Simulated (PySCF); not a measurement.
C₄H₅Br, SMILES C=C=C(C)Br.

Geometry optimised at PBE-D3(BJ)/def2-SVP.

The numbers are results of PBE-D3(BJ)/def2-SVP (PySCF), not measurements.

Frequencies are harmonic and unscaled.

Problem. List the normal modes with their intensities. (The exact figures need the calculation; the answer reports its results.)

Solution. 
```
mode  ν (cm⁻¹)  IR (km/mol)  moving atoms (share of kinetic energy)
----  --------  -----------  --------------------------------------
1          144          0.5                 C 65 %, H 18 %, Br 17 %
2          182          1.5                          H 90 %, C 10 %
3          230          4.6                          C 60 %, H 39 %
4          273          0.7                 C 60 %, H 28 %, Br 12 %
5          420          7.7                         C 71 %, Br 24 %
6          430          0.5                          C 78 %, H 22 %
7          576          0.1                                  H 98 %
8          591         28.0                          C 85 %, H 13 %
9          841         37.4                          H 73 %, C 27 %
10         894          9.3                          C 57 %, H 42 %
11         957          0.0                          H 64 %, C 36 %
12        1003          0.4                          H 69 %, C 31 %
13        1044         71.8                          C 59 %, H 41 %
14        1248         12.7                          H 52 %, C 48 %
15        1333          2.8                          H 76 %, C 24 %
16        1388         11.6                                  H 97 %
17        1392          9.3                          H 87 %, C 13 %
18        1426          8.2                          H 59 %, C 41 %
19        2025          1.8                                  C 99 %
20        2969         13.1                                  H 97 %
21        3043          4.2                                  H 95 %
22        3053          4.3                           H 91 %, C 9 %
23        3081          5.0                          H 90 %, C 10 %
24        3127          0.4                          H 89 %, C 11 %
```
